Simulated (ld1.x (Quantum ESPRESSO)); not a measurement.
cerium, RRKJ: configuration errors across variants

Ce, norm-conserving RRKJ (Kleinman–Bylander form), made with ld1.x (Quantum ESPRESSO) 7.5 (PBEsol, scalar-relativistic). Core [Kr] 4d10, reference 4f1 5s2 5p6 5d1 6s2 6p0. Waves: 5s (bound): rc 1.80 bohr; 5p (bound): rc 2.55 bohr; 5d (bound): rc 2.40 bohr; 4f (bound): rc 1.70 bohr. Local part: all-electron potential smoothed inside 1.50 bohr (lloc = -2). Core correction: none. rho0 = 0.005.

Occupied shells without a wave of their own: 6s. They enter only through the test configuration that unscreens the potential.

All-electron excitation energies from the reference (eV): (1) 4f1 5s2 5p6 5d1 6s1 6p0 6.103; (2) 4f1 5s2 5p6 5d1 6s0 6p0 17.140; (3) 4f1 5s2 5p6 5d0 6s0 6p0 36.277; (4) 4f1 5s2 5p6 5d1 6s0 6p2 5.049; (5) 4f1 5s2 5p6 5d2 6s1 6p0 0.906; (6) 4f1 5s1 5p6 5d1 6s2 6p0 45.770; (7) 4f1 5s2 5p6 5d1.5 6s1.5 6p0 0.403.

For the base: The 6s level has no wave, so the channel is fitted at the deeper level alone: the likely source of the large errors.

1 further variants failed, have other tests or too few solved ones, and are left out.

Errors AE − PS in meV (a dash: test not solved or not reliable):

```csv
change,(1),(2),(3),(4),(5),(6),(7),bound ghosts
base,-175,-477,-688,-186,-112,+101,-61,none
wave 5s (bound): rc 1.80 bohr becomes 5s (bound): rc 1.38 bohr,-147,-399,-573,-136,-95,+83,-51,none
wave 5s (bound): rc 1.80 bohr becomes 5s (bound): rc 1.70 bohr,-146,-395,-568,-134,-94,+86,-51,none
wave 5s (bound): rc 1.80 bohr becomes 5s (bound): rc 1.90 bohr,-215,-587,-849,-256,-137,+123,-74,none
wave 5s (bound): rc 1.80 bohr becomes 5s (bound): rc 2.22 bohr,-355,-978,-1420,-504,-223,+203,-121,none
wave 5s (bound): rc 1.80 bohr becomes 5s (bound): rc 2.72 bohr,-197,-545,-797,-224,-123,+163,-67,none
```

Q: Give the same row for: wave 5s (bound): rc 1.80 bohr becomes 5s (bound): rc 2.42 bohr.

A: -366, -1007, -1465, -523, -229, +213, -125; bound ghosts: none.
